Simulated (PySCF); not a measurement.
Computed Raman spectrum (relative Raman activity) of a molecule Cl2FH3Si2. Coordinates come from a B3LYP-D3(BJ)/def2-SVP optimisation. One conformer was computed; it need not be the lowest. Computed with B3LYP-D3(BJ)/def2-SVP (PySCF 2.14.0). Frequencies are harmonic and unscaled.

Lines under 2 % of the strongest are left out, and lines within 2 cm⁻¹ are merged.

```tsv
ν (cm⁻¹)	relative intensity
415	6.7
516	2.2
534	2.9
733	2.7
754	6.4
801	3.4
854	2.8
915	3.9
949	4.8
2234	61
2248	100
2253	25
```

Which structure fits?
(A) F[Si]([SiH3])(Cl)Cl
(B) F[Si@H](Cl)[SiH2]Cl
(C) F[SiH2][SiH](Cl)Cl

C, F[SiH2][SiH](Cl)Cl
